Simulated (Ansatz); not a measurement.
Members of the series B-XY, Y = H; each row names its spin state. Gas-phase values, no solvent. One relaxed conformer stands for each flexible species; it need not be the lowest. Strings in code marks are SMILES.

Quantity: adiabatic spin-state energy, in eV. The DFT solution of `[BH2-]`, `[BH-]Cl` and `[BH-]F` is unstable or spin-contaminated; the geometry comes from it. HF references are unrestricted for open shells and restricted for singlets. The restricted reference of `[BH2-]`, `[BH-]F`, `[BH-]Cl` and `[BH-]S` is unstable towards unrestricted orbitals.

Level 1: frozen-core CCSD(T) with HF/aug-cc-pVQZ and the correlation energy extrapolated as X^-3 from aug-cc-pVTZ and aug-cc-pVQZ // PBE0-D3(BJ)/def2-TZVPD (Ansatz, a first-principles code)
Level 2: LC-ωPBE/aug-cc-pVTZ // PBE0-D3(BJ)/def2-TZVPD (Ansatz)
Level 3: LDA/aug-cc-pVTZ // PBE0-D3(BJ)/def2-TZVPD (Ansatz)
Level 4: PBE/aug-cc-pVTZ // PBE0-D3(BJ)/def2-TZVPD (Ansatz)

```
species                                         level 1  level 2  level 3  level 4
----------------------------------------------  -------  -------  -------  -------
`[BH2-]`: multiplicity 3 minus multiplicity 1    -0.014   -0.340   -0.180   -0.272
`[BH-]Cl`: multiplicity 3 minus multiplicity 1     0.53    0.143    0.338    0.247
`[BH-]S`: multiplicity 3 minus multiplicity 1      0.67    0.285     0.71     0.56
`[BH-]F`: multiplicity 3 minus multiplicity 1      0.68    0.369     0.46    0.335
```
